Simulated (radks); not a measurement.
Isoelectronic series with 14 electrons, each ion in its NIST ground configuration. Method: scalar-relativistic Kohn-Sham, PBE, spin-polarised, spherical densities, finite nucleus; open shells are filled with parallel spins first (spin-orbit coupling, left out, can overturn this in heavy ions); Fermi nuclear charge, rms radius of each element as measured or else 0.836 A^(1/3) + 0.57 fm; computed with a radial shooting solver on a logarithmic mesh with Libxc functionals. Total energies (hartree) and mean radii <r> (bohr):

| ion | configuration | E (hartree) | 3p up | 3s down | 3s up |
|---|---|---|---|---|---|
| Si | [Ne] 3s2 3p2 | -289.86592 | 2.746 | 2.163 | 2.163 |
| Cl3+ | [Ne] 3s2 3p2 | -458.63625 | 1.509 | 1.398 | 1.392 |
| Ca6+ | [Ne] 3s2 3p2 | -668.26173 | 1.080 | 1.048 | 1.043 |
| V9+ | [Ne] 3s2 3p2 | -918.91561 | 0.8476 | 0.8410 | 0.8379 |
| Fe12+ | [Ne] 3s2 3p2 | -1210.90066 | 0.6993 | 0.7035 | 0.7011 |
| Cu15+ | [Ne] 3s2 3p2 | -1544.59853 | 0.5957 | 0.6047 | 0.6030 |
| Ge18+ | [Ne] 3s2 3p2 | -1920.45934 | 0.5190 | 0.5302 | 0.5288 |
| Br21+ | [Ne] 3s2 3p2 | -2339.00176 | 0.4598 | 0.4718 | 0.4707 |
| Sr24+ | [Ne] 3s2 3p2 | -2800.81282 | 0.4127 | 0.4247 | 0.4238 |
| Nb27+ | [Ne] 3s2 3p2 | -3306.55111 | 0.3742 | 0.3859 | 0.3852 |
